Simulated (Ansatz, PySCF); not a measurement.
Process, species as SMILES: c1cncnc1 + H+ -> c1cnc[nH+]c1
Structures are relaxed separately at B3LYP-D3(BJ)/def2-TZVP in Ansatz (a first-principles code). Frequencies are from Ansatz or PySCF. Unstable Hartree-Fock reference: c1cncnc1.

Quantity: proton affinity (enthalpy at 298 K, with B3LYP-D3(BJ) rigid-rotor harmonic-oscillator terms), positive where the reaction releases energy, in kcal/mol. Valence correlation only, unless marked. No spin-orbit coupling. No relativistic terms. CBS(X,Y): correlation extrapolated as X^-3; Hartree-Fock from the larger set.

```
level                                program  proton affinity (kcal/mol)  minus last row
----------------------------  --------------  --------------------------  --------------
HF/cc-pVDZ                            Ansatz                       218.5             6.3
PBE/def2-TZVPD                        Ansatz                       212.0            -0.2
B97M-V/def2-TZVPD                     Ansatz                       213.1             0.9
PBE0/6-31G*                           Ansatz                       214.2             2.0
PBE0/def2-TZVPD                       Ansatz                       213.8             1.6
BHLYP-D3(BJ)/def2-TZVPD       Ansatz + dftd3                       215.5             3.3
BHLYP-D4/def2-TZVPD           Ansatz + dftd4                       214.6             2.4
CAM-B3LYP-D3(BJ)/def2-TZVPD   Ansatz + dftd3                       212.4             0.2
CAM-B3LYP-D4/def2-TZVPD       Ansatz + dftd4                       211.8            -0.4
MP2/cc-pwCVTZ                         Ansatz                       210.7            -1.5
SCS-MP2/cc-pVDZ                       Ansatz                       214.9             2.7
CCSD/STO-3G                           Ansatz                       256.9            44.7
CCSD/CBS(cc-pVTZ,cc-pVQZ)             Ansatz                       213.9             1.7
CCSD(T)/6-31G*                        Ansatz                       213.2             1.0
CCSD(T)/CBS(cc-pVTZ,cc-pVQZ)          Ansatz                       212.2             0.0
```
